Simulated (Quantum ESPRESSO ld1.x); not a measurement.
The numbers below are computed, except where a source is named.
Species: Nd2+. Configuration: [Kr] 4d10 4f5 5s1 5p6 (not the ground configuration). Code: ld1.x of Quantum ESPRESSO 7.5. Model: scalar-relativistic Kohn-Sham, LDA (Slater exchange, Perdew-Wang correlation), spin-polarised, spherical densities, point nucleus; open shells are filled with parallel spins first.

Unscreened Slater integrals over Kohn-Sham orbitals (cm^-1). They are taken over the spin-up orbitals.

integral    value
F0(4f,4f)  185650
F2(4f,4f)   83750
F4(4f,4f)   51695
F6(4f,4f)   36955
F0(4f,5p)  133230
F2(4f,5p)   50673
G2(4f,5p)   31656
G4(4f,5p)   23394
F0(4f,5s)  148450
G3(4f,5s)   34048
F0(4f,4d)  221600
F2(4f,4d)  101120
F4(4f,4d)   63467
G1(4f,4d)  118660
G3(4f,4d)   73330
G5(4f,4d)   51522
F0(5p,5p)  115620
F2(5p,5p)   62288
F0(5p,5s)  123710
G1(5p,5s)   82618
F0(5p,4d)  144830
F2(5p,4d)   40618
G1(5p,4d)   11565
G3(5p,4d)   11192
F0(5s,5s)  134310
F0(5s,4d)  164460
G2(5s,4d)   18046
F0(4d,4d)  277960
F2(4d,4d)  141070
F4(4d,4d)   94186

Derived for the open shells (J is the average intra-shell exchange parameter used in DFT+U). 4f: F4/F2 = 0.617, F6/F2 = 0.441, J = (286 F2 + 195 F4 + 250 F6)/6435 = 6724 cm^-1.
